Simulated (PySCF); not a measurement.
Computed with B3LYP-D3(BJ)/def2-TZVP (PySCF). Gas-phase values, no solvent. One relaxed conformer stands for a flexible species; it need not be the lowest. B3LYP has the VWN-RPA correlation part, as in Gaussian. 

Reference species (SMILES): `[F][Sn]([F])([F])[F]` (neutral, multiplicity 1).

The HOMO comes out as -12.09 eV and the LUMO is -4.18 eV.

Changed species: `[OH][Sn]([OH])([OH])[OH]` (4 of 4 F replaced by OH; the reference has 0 of 4 F replaced by OH).

Question: What does the change do to the HOMO and LUMO?

Answer: the HOMO rises by 3.24 eV, to -8.85 eV; the LUMO increases by 2.04 eV, to -2.14 eV.
